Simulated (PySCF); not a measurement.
CH6InN. Atoms are numbered in the order given.

```xyz
9

In     0.2908     0.0295     0.0000
H      1.9855     0.3840     0.0000
C     -0.7627    -1.8732     0.0000
H     -0.4885    -2.4563     0.8919
H     -1.8490    -1.7041     0.0000
H     -0.4885    -2.4563    -0.8919
N     -0.9055     1.6772     0.0000
H     -1.9207     1.6503     0.0000
H     -0.5707     2.6358     0.0000
```
Charge 0, spin multiplicity 1.

Coordinates come from a B3LYP-D3(BJ)/def2-SVP optimisation. The def2 effective core potentials stand for the cores of In; spin–orbit coupling is left out. Other conformers were not sampled.

Calculation: ωB97X/def2-TZVPD (PySCF).

Mulliken values depend strongly on the basis, most of all with diffuse functions as here. ESP charges are fitted to the potential on shells at 1.4 to 2.0 van der Waals radii. Atomic charges (e):

| atom | ESP fit | Mulliken |
|---|---|---|
| In1 | 0.98 | 0.67 |
| H2 | (withheld) | -0.21 |
| C3 | -0.85 | -0.99 |
| H4 | 0.18 | 0.23 |
| H5 | 0.23 | 0.23 |
| H6 | 0.18 | 0.23 |
| N7 | (withheld) | -0.41 |
| H8 | (withheld) | 0.13 |
| H9 | (withheld) | 0.13 |

**Question.** Fill in the missing entries. (Estimate from the structure and the level; the computed values follow.)

**Answer.** 
- H2, ESP fit: -0.27
- N7, ESP fit: -1.22
- H8, ESP fit: 0.39
- H9, ESP fit: 0.39
